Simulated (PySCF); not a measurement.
Cl₄Si (SMILES Cl[Si](Cl)(Cl)Cl), singlet, geometry from GFN2-xTB; MP2/def2-SV(P) (PySCF).

Here is a job for PySCF.
```python
from pyscf import gto, scf, mp

mol = gto.M(
    atom='''
Si   -0.000000    0.000000    0.000000
Cl    1.154087    1.151220    1.183261
Cl   -1.188553   -1.157440    1.142368
Cl    1.171487   -1.168380   -1.148842
Cl   -1.137021    1.174600   -1.176787
''',
    basis='def2-sv(p)',
    charge=0,
    spin=0,
    verbose=3,
)

mf = scf.RHF(mol)
mf.kernel()

pt = mp.MP2(mf, frozen=26)
pt.kernel()
print('E(MP2) = %.10f' % pt.e_tot)
mf.analyze()
```

Output, abridged:

```
converged SCF energy = -2126.46680742179
E(RMP2) = -2127.04841921807  E_corr = -0.581611796281402
E(SCS-RMP2) = -2127.02234428221  E_corr = -0.555536860418692
E(MP2) = -2127.0484192181
**** MO energy ****
MO #1   energy= -104.820595755765  occ= 2
MO #2   energy= -104.82049525208   occ= 2
MO #3   energy= -104.820495239411  occ= 2
MO #4   energy= -104.820495226781  occ= 2
MO #5   energy= -68.9249514081689  occ= 2
MO #6   energy= -10.5858226681727  occ= 2
MO #7   energy= -10.5858226503958  occ= 2
MO #8   energy= -10.5858226327035  occ= 2
MO #9   energy= -10.5858188207748  occ= 2
MO #10  energy= -8.06032624191853  occ= 2
MO #11  energy= -8.06032622398506  occ= 2
MO #12  energy= -8.06032620613492  occ= 2
MO #13  energy= -8.06031882428521  occ= 2
MO #14  energy= -8.05754203294178  occ= 2
MO #15  energy= -8.0575420243105   occ= 2
MO #16  energy= -8.05754201551633  occ= 2
MO #17  energy= -8.05753747429712  occ= 2
MO #18  energy= -8.05753746561352  occ= 2
MO #19  energy= -8.05753745693442  occ= 2
MO #20  energy= -8.05752361732164  occ= 2
MO #21  energy= -8.05752361710998  occ= 2
MO #22  energy= -6.28303586540839  occ= 2
MO #23  energy= -4.39431393268072  occ= 2
MO #24  energy= -4.39431393072386  occ= 2
MO #25  energy= -4.39431392869744  occ= 2
MO #26  energy= -1.17881956927114  occ= 2
MO #27  energy= -1.11934632750682  occ= 2
MO #28  energy= -1.11934628103496  occ= 2
MO #29  energy= -1.11934625007718  occ= 2
MO #30  energy= -0.720840063162764 occ= 2
MO #31  energy= -0.600794961484808 occ= 2
MO #32  energy= -0.600794929052971 occ= 2
MO #33  energy= -0.600794912343744 occ= 2
MO #34  energy= -0.52345779970111  occ= 2
MO #35  energy= -0.523457756469374 occ= 2
MO #36  energy= -0.503471029974749 occ= 2
MO #37  energy= -0.503471022818631 occ= 2
MO #38  energy= -0.503471019125367 occ= 2
MO #39  energy= -0.472236951350352 occ= 2
MO #40  energy= -0.472236941416913 occ= 2
MO #41  energy= -0.47223693629541  occ= 2
MO #42  energy= 0.158209715642933  occ= 0
MO #43  energy= 0.188531620634655  occ= 0
MO #44  energy= 0.188531660409948  occ= 0
MO #45  energy= 0.18853173590161   occ= 0
MO #46  energy= 0.24602208956981   occ= 0
MO #47  energy= 0.475591697700737  occ= 0
MO #48  energy= 0.475591728178972  occ= 0
MO #49  energy= 0.475591744261181  occ= 0
 ** Mulliken atomic charges  **
charge of    0Si =      1.05406
charge of    1Cl =     -0.26351
charge of    2Cl =     -0.26351
charge of    3Cl =     -0.26351
charge of    4Cl =     -0.26351
Dipole moment(X, Y, Z, Debye): -0.00000,  0.00000, -0.00000
```
